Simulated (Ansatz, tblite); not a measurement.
Spin states of the cluster Li₂Cl₂, each relaxed with r2SCAN-D4/def2-TZVP in Ansatz. Electronic energies in the gas phase.

The xTB rows come from tblite. LC-ωPBE has ω = 0.4 bohr⁻¹. B3LYP takes the VWN-RPA correlation. Correlated methods freeze 10 core orbitals; core or outer-core shells of Li are correlated, in sets that lack core-valence functions. In the triplet, Cl3 and Cl4 lie 2.62 Å apart (atoms count from 1), so these atoms are partly bonded to each other. In the quintet geometry the species has come apart into loosely held pieces. The structure comes from a short search, and lower isomers may exist.

Singlet geometry (D2h within 0.1 Å):

```
atom   x (Å)   y (Å)   z (Å)
 Li1  -0.542   1.177  -0.065
 Li2   0.542  -1.177   0.065
 Cl3   1.407   0.598  -0.903
 Cl4  -1.407  -0.598   0.902
```

Triplet geometry (C2v within 0.1 Å):

```
atom   x (Å)   y (Å)   z (Å)
 Li1   0.500   1.162   0.851
 Li2  -0.068  -1.421   0.547
 Cl3   1.007  -0.090  -1.117
 Cl4  -1.439   0.349  -0.280
```

Quintet geometry (D2h within 0.1 Å):

```xyz
4

Li    0.126   -0.907   -1.578
Li   -0.126    0.907    1.578
Cl    2.435    2.582   -1.290
Cl   -2.435   -2.582    1.290
```

⟨S²⟩: triplet 2.00 at PBE0-D4/def2-TZVP (pure 2.00), quintet 6.01 at PBE0-D4/def2-TZVP (pure 6.00).

Only these spin states were relaxed. The quintet has fallen apart into loose fragments. The quintet has other bonds than the singlet, so the gap mixes isomer and spin.

(1) Estimate which spin state lies lowest at each of these levels, and by how much: GFN1-xTB; GFN2-xTB; HF/6-31G; HF/def2-TZVP; HF/def2-TZVPP; PBE-D4/def2-TZVP; r2SCAN-D4/def2-TZVP; B97M-V/def2-TZVP; B3LYP-D4/6-31G; B3LYP-D4/def2-TZVP; PBE0-D4/def2-TZVP; BHLYP-D4/def2-TZVP; LC-ωPBE/def2-TZVP; PBE-QIDH/def2-TZVP; RPA@PBE/def2-TZVP; MP2/def2-TZVP; MP2/def2-TZVPP; CCSD/def2-TZVPP; CCSD(T)/def2-TZVPP.

Results:

(1) 
```tsv
level	triplet − singlet (kcal/mol)	quintet − singlet (kcal/mol)	lowest of these
GFN1-xTB	100.2	268.7	singlet
GFN2-xTB	98.7	287.8	singlet
HF/6-31G	115.7	207.5	singlet
HF/def2-TZVP	116.3	217.0	singlet
HF/def2-TZVPP	116.0	217.9	singlet
PBE-D4/def2-TZVP	107.7	261.0	singlet
r2SCAN-D4/def2-TZVP	112.9	266.3	singlet
B97M-V/def2-TZVP	119.9	275.4	singlet
B3LYP-D4/6-31G	112.0	248.1	singlet
B3LYP-D4/def2-TZVP	115.0	260.6	singlet
PBE0-D4/def2-TZVP	113.8	260.9	singlet
BHLYP-D4/def2-TZVP	121.0	259.1	singlet
LC-ωPBE/def2-TZVP	121.9	265.8	singlet
PBE-QIDH/def2-TZVP	121.4	267.3	singlet
RPA@PBE/def2-TZVP	111.4	240.0	singlet
MP2/def2-TZVP	124.3	268.7	singlet
MP2/def2-TZVPP	124.6	271.5	singlet
CCSD/def2-TZVPP	123.2	261.2	singlet
CCSD(T)/def2-TZVPP	122.0	264.4	singlet
```

Change of the quintet − singlet gap on mixing in exact exchange, in kcal/mol: PBE to PBE0 (25 % exact exchange) -0.1. The xTB methods have no spin-polarisation term.
